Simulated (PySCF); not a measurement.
## Cr5+ by CASSCF and spin-orbit coupling

The free ion Cr5+ in its d1 configuration.

Method (PySCF 2.14, density fitting): CASSCF(1,5) with orbitals averaged over all microstates of the shell, strongly contracted NEVPT2 on the averaged canonical orbitals; basis x2c-TZVPall; spin-free X2C; gas phase; spin-orbit coupling by state interaction with the mean-field operator over all roots.

## Spin-free states

```json
{"2S+1": "2", "deg.": "5", "free-ion term": "2D 1.00", "CASSCF / cm⁻¹": "0", "NEVPT2 / cm⁻¹": "0"}
```

Energies are counted from the ground state at NEVPT2 level. Weights follow the labels.

## Ligand-field fit



Spin-orbit constant ζ = 360 cm⁻¹.

## Spin-orbit levels

```tsv
E / cm⁻¹	deg.	J	make-up
0.0	4	3/2	1.00 2D
898.7	6	5/2	1.00 2D
```

## Magnetism

The lowest spin-orbit level is 4-fold with J = 3/2; the next lies at 898.7 cm⁻¹. μeff is 1.69 μB at 300 K and 1.55 μB at 10 K; the free-ion value g_J√(J(J+1)) for the Hund's-rule level J = 3/2 is 1.55 μB.

| T / K | χT / cm³ K mol⁻¹ | μeff / μB |
| --- | --- | --- |
| 2 | 0.300 | 1.55 |
| 5 | 0.300 | 1.55 |
| 10 | 0.301 | 1.55 |
| 20 | 0.302 | 1.55 |
| 30 | 0.303 | 1.56 |
| 50 | 0.306 | 1.56 |
| 75 | 0.308 | 1.57 |
| 100 | 0.311 | 1.58 |
| 150 | 0.318 | 1.59 |
| 200 | 0.326 | 1.61 |
| 250 | 0.339 | 1.65 |
| 300 | 0.359 | 1.69 |

Powder magnetisation at 2 K: 0.13 μB at 0.5 T, 0.26 μB at 1 T, 0.50 μB at 2 T, 0.69 μB at 3 T, 0.93 μB at 5 T, 1.06 μB at 7 T.

Measured levels beside the computed ones:

```tsv
level	computed / cm⁻¹	measured / cm⁻¹
2D J = 3/2	0	0
2D J = 5/2	899	940
```

Source of the measured levels: Sugar and Corliss, J. Phys. Chem. Ref. Data 6, 317 (1977).

The job took 1 s on one thread of Arm Neoverse V1 (shared host), with 48 basis functions, launched as `OMP_NUM_THREADS=1 python lf_run.py task.json out`.
